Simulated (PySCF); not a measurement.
C₄H₄F₂. Atoms are numbered in the order given.

```xyz
10

C      0.3486    -2.2392     0.0000
C      0.0171    -0.9408     0.0000
F     -1.2790    -0.5899     0.0000
C      0.9582     0.1694     0.0000
C      0.6795     1.4802     0.0000
F     -0.5498     1.9867     0.0000
H     -0.4260    -3.0069     0.0000
H      1.3963    -2.5387     0.0000
H      2.0166    -0.0981     0.0000
H      1.4526     2.2543     0.0000
```

Geometry: B3LYP-D3(BJ)/def2-SVP. The structure was generated by enumeration; whether it is a known compound was not checked. One conformer was computed; it need not be the lowest.

Level of theory: PBE0/def2-TZVP (PySCF).

Computed frontier levels, gap, dipole moment and polarisability:
The highest occupied level is -6.90 eV, the lowest empty level is -1.09 eV and the orbital gap is 5.80 eV. The dipole moment comes out as 2.52 D and the quadrupole, principal values (traceless, Buckingham form, about the centre of nuclear charge) is -4.92, -0.61, 5.53 D·Å. The mean static polarisability is 53.7 bohr³ (7.96 Å³) and the polarisability, principal values is 31.3, 44.1, 85.9 bohr³.
